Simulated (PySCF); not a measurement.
## Vanadium: a sound run and one with changed settings

Sound run: V [Ar] 3d3 4s2, V⁺ [Ar] 3d4. Computed with PySCF 2.14 in pcseg-2, with no relativity, point nucleus. In the sound run the correlated levels freeze [Ar]. The sound run starts from symmetry-adapted Hartree-Fock orbitals and uses a fine grid where one is needed.

Changed run: basis STO-3G. This setting is unsound on purpose.

| species | method | sound run (hartree) | changed run (hartree) | converged |
| --- | --- | --- | --- | --- |
| V | UHF | -942.87398 | -933.02461 | yes |
| V | B3LYP | -943.93281 | -933.91624 | yes |
| V | MP2 | -942.92818 | -933.04716 | yes |
| V⁺ | UHF | -942.65380 | -932.74344 | yes |
| V⁺ | B3LYP | -943.69279 | -933.56423 | yes |
| V⁺ | MP2 | -942.69647 | -932.74384 | yes |

Ionisation energy of V:

| method | sound run (eV) | changed run (eV) |
| --- | --- | --- |
| UHF | 5.991 | 7.651 |
| B3LYP | 6.531 | 9.579 |
| r2SCAN | n/a | 8.574 |
| MP2 | 6.305 | 8.254 |
| SCS-MP2 | 6.798 | 8.381 |

A minimal basis cannot let orbitals breathe on ionisation and holds almost no correlation.

For comparison, NIST gives 6.746 eV between the lowest levels.
